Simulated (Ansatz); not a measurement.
## Nudged elastic band run: C₅H₉NSi

Input:

```yaml
crystal:
  periodic: [false, false, false]
  atoms:
    - { symbol: C, position_ang: [-0.472891, -2.204952, -0.923132] }
    - { symbol: C, position_ang: [-0.211765, -1.194939, -0.344202] }
    - { symbol: C, position_ang: [0.114341, 0.038234, 0.3328] }
    - { symbol: C, position_ang: [1.057734, 0.918882, -0.162996] }
    - { symbol: Si, position_ang: [2.032191, 0.66769, -1.715325] }
    - { symbol: "N", position_ang: [-0.52519, 0.259218, 1.624904] }
    - { symbol: C, position_ang: [-1.984059, -0.011698, 1.661208] }
    - { symbol: H, position_ang: [-0.705053, -3.105019, -1.443151] }
    - { symbol: H, position_ang: [1.228631, 1.811286, 0.425598] }
    - { symbol: H, position_ang: [2.928624, 1.760176, -1.87713] }
    - { symbol: H, position_ang: [1.165157, 0.611843, -2.842766] }
    - { symbol: H, position_ang: [2.779746, -0.541429, -1.647697] }
    - { symbol: H, position_ang: [-0.363939, 1.240076, 1.897174] }
    - { symbol: H, position_ang: [-2.161701, -1.066408, 1.459763] }
    - { symbol: H, position_ang: [-2.351447, 0.215248, 2.660847] }
    - { symbol: H, position_ang: [-2.553179, 0.578991, 0.938204] }
magnetization:
  spin_polarized: true
basis:
  gaussian: { orbitals: STO-3G }
hamiltonian:
  xc: hf
neb:
  order_check: false
  images: 9
  f_tol: 0.05
  max_iterations: 60
  final_atoms:
    - { symbol: C, position_ang: [-0.17667254, -1.78599895, -1.26960267] }
    - { symbol: C, position_ang: [-0.80968879, -0.99602589, -0.32667166] }
    - { symbol: C, position_ang: [-0.26983024, 0.23348958, 0.23857423] }
    - { symbol: C, position_ang: [0.88916569, 0.88294967, -0.20037968] }
    - { symbol: Si, position_ang: [2.01580743, 0.39575164, -1.58339174] }
    - { symbol: "N", position_ang: [-1.06971956, 0.86907907, 1.26470617] }
    - { symbol: C, position_ang: [-1.59818909, 0.13370866, 2.37285421] }
    - { symbol: H, position_ang: [-0.51111068, -2.70118336, -1.74101087] }
    - { symbol: H, position_ang: [1.12934501, 1.79622799, 0.329379] }
    - { symbol: H, position_ang: [3.00524346, 1.40786101, -1.72636487] }
    - { symbol: H, position_ang: [1.3037748, 0.27637362, -2.80988455] }
    - { symbol: H, position_ang: [2.66729302, -0.83860332, -1.30396165] }
    - { symbol: H, position_ang: [-0.6513438, 1.75535948, 1.56621938] }
    - { symbol: H, position_ang: [-1.79031532, -1.30128994, 0.02558883] }
    - { symbol: H, position_ang: [-2.21696001, 0.72305194, 3.04254074] }
    - { symbol: H, position_ang: [-1.93959938, -0.8735522, 2.16550412] }
  initial_path:
    images:
      - { positions_ang: [[-0.472891, -2.204952, -0.923132], [-0.211765, -1.194939, -0.344202], [0.114341, 0.038234, 0.3328], [1.057734, 0.918882, -0.162996], [2.032191, 0.66769, -1.715325], [-0.52519, 0.259218, 1.624904], [-1.984059, -0.011698, 1.661208], [-0.705053, -3.105019, -1.443151], [1.228631, 1.811286, 0.425598], [2.928624, 1.760176, -1.87713], [1.165157, 0.611843, -2.842766], [2.779746, -0.541429, -1.647697], [-0.363939, 1.240076, 1.897174], [-2.161701, -1.066408, 1.459763], [-2.351447, 0.215248, 2.660847], [-2.553179, 0.578991, 0.938204]] }
      - { positions_ang: [[-0.51114508, -2.20165718, -0.91100948], [-0.24698577, -1.18094852, -0.34274803], [0.08628365, 0.0493142, 0.3242843], [1.06009234, 0.91070869, -0.16474075], [2.03530462, 0.65761751, -1.70441698], [-0.55987902, 0.2915119, 1.58906227], [-1.97270684, -0.04400065, 1.70430044], [-0.75709026, -3.09090057, -1.42589056], [1.23513681, 1.80696125, 0.42231408], [2.94289776, 1.76043252, -1.84710087], [1.17514882, 0.60916322, -2.84593747], [2.79444009, -0.55730701, -1.62320004], [-0.40833544, 1.26701566, 1.87142878], [-1.9735283, -0.99827868, 1.31957831], [-2.33226582, 0.22212234, 2.69532581], [-2.59016756, 0.47544434, 0.98284918]] }
      - { positions_ang: [[-0.54939916, -2.19836237, -0.89888697], [-0.28220653, -1.16695805, -0.34129406], [0.05822629, 0.0603944, 0.3157686], [1.06245068, 0.90253537, -0.1664855], [2.03841825, 0.64754502, -1.69350896], [-0.59456803, 0.3238058, 1.55322055], [-1.96135468, -0.0763033, 1.74739287], [-0.80912752, -3.07678214, -1.40863012], [1.24164261, 1.8026365, 0.41903016], [2.95717152, 1.76068903, -1.81707174], [1.18514063, 0.60648343, -2.84910894], [2.80913418, -0.57318502, -1.59870307], [-0.45273188, 1.29395531, 1.84568357], [-1.78535561, -0.93014936, 1.17939361], [-2.31308463, 0.22899668, 2.72980462], [-2.62715612, 0.37189768, 1.02749437]] }
      - { positions_ang: [[-0.58765324, -2.19506755, -0.88676445], [-0.3174273, -1.15296757, -0.33984009], [0.03016894, 0.0714746, 0.30725289], [1.06480901, 0.89436206, -0.16823025], [2.04153187, 0.63747252, -1.68260094], [-0.62925705, 0.3560997, 1.51737882], [-1.95000252, -0.10860595, 1.79048531], [-0.86116477, -3.06266371, -1.39136968], [1.24814842, 1.79831176, 0.41574625], [2.97144528, 1.76094555, -1.78704261], [1.19513245, 0.60380365, -2.8522804], [2.82382828, -0.58906303, -1.57420611], [-0.49712832, 1.32089497, 1.81993835], [-1.59718291, -0.86202003, 1.03920892], [-2.29390345, 0.23587101, 2.76428343], [-2.66414468, 0.26835102, 1.07213955]] }
      - { positions_ang: [[-0.62590732, -2.19177273, -0.87464194], [-0.35264806, -1.1389771, -0.33838612], [0.00211158, 0.0825548, 0.29873719], [1.06716735, 0.88618874, -0.169975], [2.04464549, 0.62740003, -1.67169293], [-0.66394606, 0.3883936, 1.4815371], [-1.93865037, -0.1409086, 1.83357775], [-0.91320203, -3.04854527, -1.37410924], [1.25465423, 1.79398701, 0.41246233], [2.98571904, 1.76120206, -1.75701348], [1.20512426, 0.60112387, -2.85545187], [2.83852237, -0.60494104, -1.54970914], [-0.54152476, 1.34783463, 1.79419313], [-1.40901022, -0.79389071, 0.89902422], [-2.27472227, 0.24274535, 2.79876224], [-2.70113323, 0.16480436, 1.11678474]] }
      - { positions_ang: [[-0.66416139, -2.18847792, -0.86251942], [-0.38786883, -1.12498662, -0.33693215], [-0.02594577, 0.093635, 0.29022149], [1.06952569, 0.87801543, -0.17171975], [2.04775912, 0.61732754, -1.66078491], [-0.69863508, 0.4206875, 1.44569537], [-1.92729821, -0.17321125, 1.87667019], [-0.96523929, -3.03442684, -1.3568488], [1.26116004, 1.78966226, 0.40917841], [2.99999279, 1.76145858, -1.72698435], [1.21511608, 0.59844408, -2.85862334], [2.85321646, -0.62081905, -1.52521218], [-0.5859212, 1.37477428, 1.76844792], [-1.22083752, -0.72576139, 0.75883953], [-2.25554109, 0.24961969, 2.83324105], [-2.73812179, 0.0612577, 1.16142992]] }
      - { positions_ang: [[-0.56666362, -2.10798212, -0.94393607], [-0.47223282, -1.09919448, -0.33488005], [-0.07472267, 0.12160592, 0.27989204], [1.03345369, 0.87900228, -0.17745174], [2.04136878, 0.57301236, -1.64530627], [-0.77285197, 0.51036581, 1.40949753], [-1.86147638, -0.11182727, 1.97590699], [-0.87441357, -2.96777815, -1.43368121], [1.23479703, 1.79097541, 0.39321853], [3.00104293, 1.69073906, -1.72686045], [1.23284782, 0.53402999, -2.84887558], [2.81603177, -0.6643759, -1.48096207], [-0.59900572, 1.45089132, 1.72800221], [-1.33473308, -0.8408671, 0.61218939], [-2.24782487, 0.34430614, 2.87510099], [-2.57841731, -0.12570428, 1.36224476]] }
      - { positions_ang: [[-0.46916585, -2.02748633, -1.02535272], [-0.55659681, -1.07340233, -0.33282796], [-0.12349956, 0.14957684, 0.26956259], [0.99738169, 0.87998913, -0.18318372], [2.03497844, 0.52869718, -1.62982764], [-0.84706887, 0.60004413, 1.37329969], [-1.79565456, -0.05044328, 2.0751438], [-0.78358785, -2.90112945, -1.51051363], [1.20843402, 1.79228855, 0.37725865], [3.00209306, 1.62001955, -1.72673655], [1.25057957, 0.4696159, -2.83912782], [2.77884708, -0.70793275, -1.43671197], [-0.61209024, 1.52700836, 1.6875565], [-1.44862864, -0.95597281, 0.46553925], [-2.24010866, 0.43899259, 2.91696093], [-2.41871283, -0.31266626, 1.5630596]] }
      - { positions_ang: [[-0.37166808, -1.94699054, -1.10676937], [-0.6409608, -1.04761018, -0.33077586], [-0.17227645, 0.17754775, 0.25923313], [0.96130969, 0.88097598, -0.18891571], [2.0285881, 0.484382, -1.61434901], [-0.92128576, 0.68972244, 1.33710185], [-1.72983274, 0.0109407, 2.1743806], [-0.69276212, -2.83448075, -1.58734604], [1.18207102, 1.7936017, 0.36129876], [3.00314319, 1.54930004, -1.72661266], [1.26831131, 0.4052018, -2.82938007], [2.7416624, -0.75148961, -1.39246186], [-0.62517476, 1.6031254, 1.6471108], [-1.5625242, -1.07107852, 0.31888911], [-2.23239244, 0.53367904, 2.95882086], [-2.25900834, -0.49962824, 1.76387444]] }
      - { positions_ang: [[-0.27417031, -1.86649475, -1.18818602], [-0.7253248, -1.02181804, -0.32872376], [-0.22105334, 0.20551867, 0.24890368], [0.92523769, 0.88196283, -0.19464769], [2.02219777, 0.44006682, -1.59887037], [-0.99550266, 0.77940075, 1.30090401], [-1.66401091, 0.07232468, 2.27361741], [-0.6019364, -2.76783205, -1.66417846], [1.15570801, 1.79491484, 0.34533888], [3.00419332, 1.47858052, -1.72648876], [1.28604306, 0.34078771, -2.81963231], [2.70447771, -0.79504646, -1.34821176], [-0.63825928, 1.67924244, 1.60666509], [-1.67641976, -1.18618423, 0.17223897], [-2.22467623, 0.62836549, 3.0006808], [-2.09930386, -0.68659022, 1.96468928]] }
      - { positions_ang: [[-0.17667254, -1.78599895, -1.26960267], [-0.80968879, -0.99602589, -0.32667166], [-0.26983024, 0.23348958, 0.23857423], [0.88916569, 0.88294967, -0.20037968], [2.01580743, 0.39575164, -1.58339174], [-1.06971956, 0.86907907, 1.26470617], [-1.59818909, 0.13370866, 2.37285421], [-0.51111068, -2.70118336, -1.74101087], [1.12934501, 1.79622799, 0.329379], [3.00524346, 1.40786101, -1.72636487], [1.3037748, 0.27637362, -2.80988455], [2.66729302, -0.83860332, -1.30396165], [-0.6513438, 1.75535948, 1.56621938], [-1.79031532, -1.30128994, 0.02558883], [-2.21696001, 0.72305194, 3.04254074], [-1.93959938, -0.8735522, 2.16550412]] }
```

Run as:

```bash
$ ansatz run input.yaml --threads 1 --pin off --max-ram 2048MiB --backend cpu --events-out ev --progress --plain --runs-dir out
```

Output, in part (warnings, iteration lines, the closing report on the highest movable image, with atoms numbered from 0):

```
NEB end point (image 0): max|allowed force component| = 1.936e-2 eV/Å (the criterion of neb.relax_end_points is 1.000e-2)
NEB end point (image 10): max|allowed force component| = 2.042e-2 eV/Å (the criterion of neb.relax_end_points is 1.000e-2)
NEB iter   1: max|band force component| = 1.609e1 eV/Å  barrier→ = 8.1036 eV  barrier← = 6.6743 eV  Δτ_max = 0.2000 Å  (2429 SCF iters)
NEB iter   2: max|band force component| = 5.956e0 eV/Å  barrier→ = 4.9874 eV  barrier← = 3.5581 eV  Δτ_max = 0.2000 Å  (573 SCF iters)
NEB iter   3: max|band force component| = 2.090e0 eV/Å  barrier→ = 3.8284 eV  barrier← = 2.3991 eV  Δτ_max = 0.2000 Å  (408 SCF iters)
NEB iter   4: max|band force component| = 3.151e0 eV/Å  barrier→ = 3.3126 eV  barrier← = 1.8833 eV  Δτ_max = 0.1054 Å  (379 SCF iters)
NEB iter   5: max|band force component| = 2.025e0 eV/Å  barrier→ = 2.7563 eV  barrier← = 1.3270 eV  Δτ_max = 0.1776 Å  (345 SCF iters)
NEB iter   6: max|band force component| = 3.269e0 eV/Å  barrier→ = 2.3166 eV  barrier← = 0.8873 eV  Δτ_max = 0.0948 Å  (332 SCF iters)
NEB iter   7: max|band force component| = 9.291e-1 eV/Å  barrier→ = 1.9483 eV  barrier← = 0.5190 eV  Δτ_max = 0.1919 Å  (339 SCF iters)
NEB iter   8: max|band force component| = 9.670e-1 eV/Å  barrier→ = 1.9265 eV  barrier← = 0.4972 eV  Δτ_max = 0.0954 Å  (341 SCF iters)
NEB iter   9: max|band force component| = 5.713e-1 eV/Å  barrier→ = 1.8238 eV  barrier← = 0.3945 eV  Δτ_max = 0.0955 Å  (338 SCF iters)
NEB iter  10: max|band force component| = 3.146e-1 eV/Å  barrier→ = 1.8048 eV  barrier← = 0.3755 eV  CI = image 5  Δτ_max = 0.1888 Å  (341 SCF iters)
NEB iter  11: max|band force component| = 1.826e0 eV/Å  barrier→ = 2.0845 eV  barrier← = 0.6552 eV  CI = image 5  Δτ_max = 0.0938 Å  (323 SCF iters)
NEB iter  12: max|band force component| = 2.003e0 eV/Å  barrier→ = 2.1075 eV  barrier← = 0.6782 eV  CI = image 5  Δτ_max = 0.1738 Å  (320 SCF iters)
NEB iter  13: max|band force component| = 2.226e0 eV/Å  barrier→ = 2.3703 eV  barrier← = 0.9410 eV  CI = image 5  Δτ_max = 0.1924 Å  (354 SCF iters)
NEB iter  14: max|band force component| = 1.066e0 eV/Å  barrier→ = 2.6603 eV  barrier← = 1.2310 eV  CI = image 5  Δτ_max = 0.1298 Å  (352 SCF iters)
NEB iter  15: max|band force component| = 1.090e0 eV/Å  barrier→ = 2.6273 eV  barrier← = 1.1980 eV  CI = image 5  Δτ_max = 0.0638 Å  (333 SCF iters)
NEB iter  16: max|band force component| = 8.640e-1 eV/Å  barrier→ = 2.5381 eV  barrier← = 1.1088 eV  CI = image 5  Δτ_max = 0.0627 Å  (334 SCF iters)
NEB iter  17: max|band force component| = 6.035e-1 eV/Å  barrier→ = 2.5230 eV  barrier← = 1.0937 eV  CI = image 5  Δτ_max = 0.0548 Å  (319 SCF iters)
NEB iter  18: max|band force component| = 2.537e-1 eV/Å  barrier→ = 2.5034 eV  barrier← = 1.0741 eV  CI = image 5  Δτ_max = 0.0276 Å  (312 SCF iters)
NEB iter  19: max|band force component| = 1.097e-1 eV/Å  barrier→ = 2.5008 eV  barrier← = 1.0715 eV  CI = image 5  Δτ_max = 0.0129 Å  (328 SCF iters)
NEB iter  20: max|band force component| = 4.165e-2 eV/Å  barrier→ = 2.4998 eV  barrier← = 1.0705 eV  CI = image 5  Δτ_max = 0.0000 Å  (2487 SCF iters)
Total energy: -14460.39467392 eV, -531.4097026592 hartree
Atom 0 at    -0.305827    -1.857347    -1.053569 Å, force    -0.012241    -0.007638     0.009725 eV/Å
Atom 1 at    -0.600692    -0.962386    -0.095347 Å, force     0.030089     0.031512    -0.036989 eV/Å
Atom 2 at    -0.105108     0.359315     0.256508 Å, force     0.001708    -0.010081     0.004815 eV/Å
Atom 3 at     0.960029     1.066086    -0.288114 Å, force     0.001751    -0.007515     0.010423 eV/Å
Atom 4 at     2.058902     0.477666    -1.653889 Å, force     0.004542    -0.000352    -0.002666 eV/Å
Atom 5 at    -0.926831     0.920856     1.337080 Å, force    -0.003009    -0.003040    -0.010542 eV/Å
Atom 6 at    -1.951161    -0.066195     1.708301 Å, force    -0.009323    -0.041640    -0.015286 eV/Å
Atom 7 at    -0.661941    -2.843014    -1.316798 Å, force    -0.007177     0.002721     0.009505 eV/Å
Atom 8 at     1.142458     2.041402     0.144656 Å, force    -0.000582     0.001553    -0.003284 eV/Å
Atom 9 at     3.080387     1.443378    -1.872704 Å, force    -0.005458    -0.002662     0.000344 eV/Å
Atom 10 at     1.318013     0.309337    -2.857623 Å, force     0.000595    -0.001797     0.001876 eV/Å
Atom 11 at     2.666012    -0.763596    -1.312116 Å, force     0.000736     0.003425     0.003174 eV/Å
Atom 12 at    -0.329469     1.142831     2.147927 Å, force     0.004216     0.012702     0.007796 eV/Å
Atom 13 at    -1.489727    -1.055030     0.791555 Å, force     0.000625     0.010008     0.006117 eV/Å
Atom 14 at    -1.922038    -0.419356     2.737460 Å, force     0.008744     0.002641     0.003155 eV/Å
Atom 15 at    -2.955808     0.183251     1.370774 Å, force    -0.015215     0.010163     0.011836 eV/Å
Dipole moment:     0.077898    -0.188527     0.176328 e Å
```

The run converged. Beside the main top the profile has a ripple of under 15 meV (maxima at images 2, 5), which may be a very shallow well or noise. Neighbouring images differ by up to 2.1 eV, so the band resolves the path poorly. A vibrational analysis at the climbing image gives one clearly imaginary mode, 2356i cm⁻¹: a first-order saddle point. Limits of this set-up: minimal basis.

Final band (atoms are numbered from 1 in the order of the input):

```tsv
image	path coordinate (Å)	energy (eV)	C7–H14 (Å)	C2–H14 (Å)
0	0.00	0.00	1.09	2.66
1	0.63	0.02	1.09	2.61
2	1.27	0.17	1.09	2.53
3	1.90	0.16	1.09	2.40
4	2.53	0.36	1.09	2.05
5	3.17	2.50	1.43	1.26
6	3.90	1.69	2.15	1.09
7	4.62	1.50	2.40	1.09
8	5.35	1.46	2.56	1.08
9	6.08	1.44	2.66	1.08
10	6.81	1.43	2.76	1.09
```

Run time: 4.2 min on 1 thread of Intel(R) Xeon(R) 6975P-C (Granite Rapids), with other jobs on the host, peak memory 0.17 GiB.
